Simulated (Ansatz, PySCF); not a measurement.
Reaction (SMILES): BC (CH5B) -> [BH2] (BH2) + [CH3] (CH3) (the B-C bond at the site shown breaks; other sites are not compared here)
Structures are relaxed separately at B3LYP-D3(BJ)/def2-TZVP in Ansatz (a first-principles code). Frequencies are from Ansatz or PySCF.

Wanted: bond dissociation energy (0 K, with B3LYP-D3(BJ) harmonic zero-point energies), in kcal/mol. Valence correlation only, unless marked. UHF or UKS for open shells. No spin-orbit coupling. Non-relativistic. Basis-set limits of correlation are two-point, X^-3; Hartree-Fock from the larger set.

CCSD(T)/CBS(def2-TZVPPD,def2-QZVPPD) (Ansatz) gives 103.0 kcal/mol.

Question: Another calculation gave 105.0 kcal/mol. Which level was it?
A) HSE06/def2-TZVPD (Ansatz)
B) SVWN5/def2-TZVPD (Ansatz)
C) wB97X-V/def2-TZVPD (Ansatz)
D) BHLYP/def2-TZVPD (Ansatz)

Answer: C, wB97X-V/def2-TZVPD (Ansatz). The others give 120.1 (SVWN5), 97.5 (BHLYP), 101.6 (HSE06) kcal/mol.
